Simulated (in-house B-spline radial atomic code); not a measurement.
The numbers below are computed, except where a source is named.
Weak and strong correlation along the adiabatic connection

Two-electron singlets in several external potentials (atomic units), by full CI in B-splines with partial waves to l = 8 (correlation energies up to 0.6 % small). The repulsion is scaled by λ at fixed density; W(λ) is the mean repulsion less the Hartree energy, W(0) = E_x, and the area under W from 0 to 1 is E_xc.

Relative drop (W(λ) − E_x)/E_x:

| system | λ = 0.12 | λ = 0.25 | λ = 0.4 | λ = 0.6 | λ = 0.8 | λ = 1 |
| --- | --- | --- | --- | --- | --- | --- |
| −V exp(−r²/w²), V = 1.27, w = 8.88 | 0.0399 | 0.0751 | 0.1077 | 0.1416 | 0.1678 | 0.1886 |
| −Z/r, Z = 0.75, wall at 12 bohr | 0.0504 | 0.0939 | 0.1330 | 0.1719 | 0.2007 | 0.2229 |
| −V exp(−r²/w²), V = 1.9, w = 6.19 | 0.0299 | 0.0576 | 0.0848 | 0.1147 | 0.1390 | 0.1591 |
| −V exp(−r²/w²), V = 5.75, w = 1.72 | 0.0122 | 0.0246 | 0.0379 | 0.0543 | 0.0693 | 0.0829 |
| −V exp(−r²/w²), V = 6.52, w = 7.28 | 0.0229 | 0.0450 | 0.0674 | 0.0931 | 0.1149 | 0.1336 |
| −Z/r, Z = 6.25 | 0.0030 | 0.0063 | 0.0099 | 0.0147 | 0.0194 | 0.0239 |
| −Z/r, Z = 0.96, wall at 1.25 bohr | 0.0080 | 0.0164 | 0.0256 | 0.0372 | 0.0481 | 0.0584 |

Task: Order the systems by how far second-order (GL2) theory, half the initial slope (estimated from the first points of each curve), overshoots the correlation energy, least first.
A. −Z/r, Z = 0.96, wall at 1.25 bohr
B. −Z/r, Z = 0.75, wall at 12 bohr
C. −V exp(−r²/w²), V = 5.75, w = 1.72
D. −V exp(−r²/w²), V = 1.27, w = 8.88
E. −Z/r, Z = 6.25
F. −V exp(−r²/w²), V = 1.9, w = 6.19
G. −V exp(−r²/w²), V = 6.52, w = 7.28

Result: E (GL2/E_c = 1.04), A (GL2/E_c = 1.11), C (GL2/E_c = 1.17), G (GL2/E_c = 1.32), F (GL2/E_c = 1.43), D (GL2/E_c = 1.59), B (GL2/E_c = 1.67).

Task: What else changes along this order?

Result: The ratio follows the bend of the curve. With it the leading natural occupation goes from 1.999 to 1.831 and −T_c/E_c from 0.96 to 0.59 between the first and the last.
